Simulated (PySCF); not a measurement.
Compound: C4H4ClO2 (charge -1).
Z-matrix (Å and degrees, GFN2-xTB geometry), rows numbered from 1:
```
C 
C   1  1.4902
C   2  1.3111  1  126.09
Cl  3  1.7673  2  124.82  1    -0.03
C   2  1.6007  1  116.39  3   179.93
O   5  1.2309  2  113.82  1     0.77
O   5  1.2313  2  115.41  1  -179.26
H   1  1.0909  2  112.01  3     6.41
H   1  1.0891  2  108.96  3   128.36
H   1  1.0900  2  109.14  3  -115.00
H   3  1.0763  2  123.59  1   179.92
```

ESP-fitted charges (e) from the PBE0/pcSseg-1 density (PySCF), one withheld:

```json
{"atom": "C1", "bonded to": "C2 H8 H9 H10", "charge": "-0.3982"}
{"atom": "C2", "bonded to": "C1 C3 C5", "charge": "+0.2333"}
{"atom": "C3", "bonded to": "C2 Cl4 H11", "charge": "-0.3906"}
{"atom": "Cl4", "bonded to": "C3", "charge": "-0.1821"}
{"atom": "C5", "bonded to": "C2 O6 O7", "charge": "?"}
{"atom": "O6", "bonded to": "C5", "charge": "-0.6877"}
{"atom": "O7", "bonded to": "C5", "charge": "-0.7205"}
{"atom": "H8", "bonded to": "C1", "charge": "+0.0873"}
{"atom": "H9", "bonded to": "C1", "charge": "+0.1083"}
{"atom": "H10", "bonded to": "C1", "charge": "+0.1067"}
{"atom": "H11", "bonded to": "C3", "charge": "+0.2146"}
```

(1) What is the charge on C5?

(2) Add each hydrogen's charge to the atom that carries it.

(3) Across which bond do the charges differ most?

(4) Take the bonds between elements whose Pauling electronegativities differ by more than 0.25. In how many does the more electronegative atom carry the lower charge?

(5) How much positive and how much negative charge does this set hold in all?

## Answers

(1) The charges add up to the total charge, -1. The others sum to -1.6289, which leaves +0.6289 e for C5 (carboxylate carbon).

(2) C1 -0.0959, C3 -0.1760. Atoms without hydrogen keep their charges.

(3) C5–O7: +0.6289 on C5 against -0.7205 on O7, a difference of 1.3494 e. The lower charge is on the more electronegative element of the two (Pauling values: O 3.44, C 2.55).

(4) In 6 of 7; it doesn't in C3–Cl4.

(5) +1.3791 e on 6 atoms and -2.3791 e on 5.

The ESP scheme fits charges at the nuclei, held to the total charge, to the electrostatic potential on points at 1.4 to 2.0 times the van der Waals radii. Geometry: GFN2-xTB; no solvent, vibrations or thermal averaging. GFN2-xTB frequencies show an imaginary mode (72i cm⁻¹), so this geometry is no minimum at that level. The pcSseg-1 basis has no diffuse functions, a weakness for an anion.

These values come from a run that also computed NMR shieldings. On an Arm Neoverse N1 with one thread, shared host with 64 logical CPUs at a one-minute load of 57, this took 25 s of wall time and 0.70 GiB of memory at its peak.
